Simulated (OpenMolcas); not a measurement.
## Mn III: effect of correlating more closed shells

- Program: OpenMolcas
- Basis: ANO-RCC-VQZP [7s6p4d3f2g1h]
- Scalar Hamiltonian: DKH2, point nucleus
- Active space: 5 electrons in 6 orbitals (3d 4s)
- State averaging: 2S+1 = 6 even, 6 roots; 2S+1 = 4 even, 59 roots kept (CI in the orbitals of an earlier block); 2S+1 = 2 even, 101 roots kept (CI in the orbitals of an earlier block)
- Spin-orbit coupling: state interaction with AMFI integrals over the reference wave functions, term energies averaged over their components

Methods on the same reference wave functions:
A. CASSCF
B. MS-CASPT2, IPEA 0.25 Eh, imaginary shift 0.1 Eh (closed shells correlated: none)
C. MS-CASPT2, IPEA 0.25 Eh, imaginary shift 0.1 Eh (closed shells correlated: 3s 3p)

Energies in cm-1 above 3d5 6S 5/2, the measured ground level; measured values from Corliss and Sugar, J. Phys. Chem. Ref. Data 6, 1253 (1977).

```tsv
Level	A	B	C	Measured
3d5 6S 5/2	0.0	0.0	0.0	0.0
3d5 4G 5/2	34364	28100	26710	
3d5 4G 7/2	34379	28120	26730	26860
3d5 4G 11/2	34382	28120	26740	
3d5 4G 9/2	34388	28130	26740	
3d5 4P 5/2	39556	29930	29170	29168
3d5 4P 3/2	39597	29970	29230	
3d5 4P 1/2	39646	30010	29280	
3d5 4D 7/2	42773	33720	31920	32307
3d5 4D 1/2	42821	33780	31980	32369
3d5 4D 3/2	42859	33800	32020	
3d5 4D 5/2	42868	33800	32030	32384
3d5 2I 11/2	48988	41180	39350	39174
3d5 2I 13/2	49024	41240	39400	39176
3d4 4s 6D 1/2	50699	61160	62050	62457
3d4 4s 6D 3/2	50812	61280	62160	62568
3d4 4s 6D 5/2	50996	61460	62350	62748
3d4 4s 6D 7/2	51246	61710	62600	62989
3d4 4s 6D 9/2	51557	62020	62910	63285
3d5 2D 5/2(1) [70 %]	55227	42750	41180	41238
3d5 2D 3/2(1)	55655	43190	41560	41570
3d5 2F 7/2(1)	56710	44110	42750	42606
3d5 4F 9/2	57616	44650	43310	43573
3d5 4F 7/2	57645	44680	43340	43602
```

Deviations, from unrounded energies. A percentage is the sum of absolute deviations over the sum of measured energies, with the sign that they share, or ± where signs differ.

```csv
Against measurement,Levels,A,B,C
mean absolute deviation (cm-1),17,12000,1400,260
other terms of the ground configuration (%),12,+31.4,+3.9,±0.5
other configurations (%),5,-18.7,-2.0,-0.6
```

C lies closest to measurement on these levels and A furthest from it. The largest miss of C in the table is 3d4 4s 6D 1/2, by -410 cm-1. The ranking rests on the paired levels alone, and a cruder setting can come out closer through cancelling errors.

Between B and C the level of the table that moves most is 3d5 2I 13/2, by 1800 cm-1 (lowest in C, highest in B). Moves below CASPT2's spread within the term are not significant.

From A to B the spin-free energies of the other terms of 3d5 shown, above 6S, scale by factors of 0.76 to 0.84, as is usual when dynamic correlation screens the repulsion within a d or f shell.

The lowest spin-free term lies below A's lowest term by 0.114 hartree in B, 0.507 hartree in C.

What an inner shell adds also hangs on whether the basis holds functions to correlate it.

Term energies are means over components that CASPT2 splits; among the terms shown or strongly mixed into the levels shown the widest spread is 330 cm-1 (3d5 4F, C). Over all roots computed the reference weight is 0.90 to 0.99 in B, 0.88 to 0.94 in C; the roots of lowest weight are the least certain, and an intruder state may touch them. Terms from blocks run as CI alone lack orbitals of their own. A single d shell beside an s shell can misplace configurations of different d count against each other. Without dynamic correlation excited terms often stand tens of per cent too high (terms of higher spin than the ground term too low), and those without a measured partner can miss by more than the paired ones (holds for A). Blocks of more than 70 roots (2S+1 = 2 even) ran without multistate coupling (holds for B; C). Measured partners are found by configuration, term and J. A level has none where our copy of the source lacks it or the pairing is in doubt (some pairs that miss far off the trend of their configuration count as doubtful), and it then counts in no deviation. Only configurations of the active space appear. The table leaves out levels that lie high or whose names do not pair safely across all columns.

A share in square brackets marks a mixed level and gives the weight of the term that names it, the lowest over the columns. A number in round brackets counts repeated terms of one configuration in the order of the reference energies.
